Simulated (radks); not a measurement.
Results of a calculation; reference values are marked as such.
Ru2+, 42 electrons, occupied as [Kr] 4d6 (the NIST ground configuration).

Level of theory: scalar-relativistic Kohn-Sham, r2SCAN, spin-unpolarised, spherical densities, finite nucleus; meta-GGA in the generalised Kohn-Sham scheme; Fermi nuclear charge, rms radius 4.4809 fm (a radial shooting solver on a logarithmic mesh with Libxc functionals).

Energy parts (Ry):
total: -9060.74276
kinetic: 9369.90007
electron-nucleus: -21795.19331
Hartree: 3631.11601
exchange-correlation: -266.56552

Orbitals (lengths in bohr, moments of r in powers of bohr; r(max) is where P^2 peaks; r(90%) holds 90 % of the orbital's charge):
orbital  occ.  eigenvalue (Ry)   r(max)  r(90%)      <r^4>     <r^2>
1s          2        -1617.233  0.02172  0.0599  5.921e-06  0.001510
2s          2        -234.7586   0.1228   0.225   0.001076   0.02499
2p          6        -210.2120  0.09826   0.207  0.0007725   0.01970
3s          2        -42.98399   0.3610   0.592    0.05261    0.1847
3p          6        -34.84347   0.3546   0.606    0.05745    0.1882
3d         10        -21.78213   0.3019   0.610    0.05962    0.1767
4s          2         -7.25080   0.9159    1.48      2.087     1.177
4p          6         -4.98221   0.9825    1.66      3.273     1.443
4d          6         -1.77223    1.190    2.39      14.12     2.745

The highest occupied level is 4d at -24.112 eV. Summed over all electrons, <r^2> = 30.92 bohr^2, which gives a Langevin (diamagnetic) susceptibility term of -24.5 x 10^-6 cm^3/mol. The density falls to 0.001 e/bohr^3 at r = 3.47 bohr.
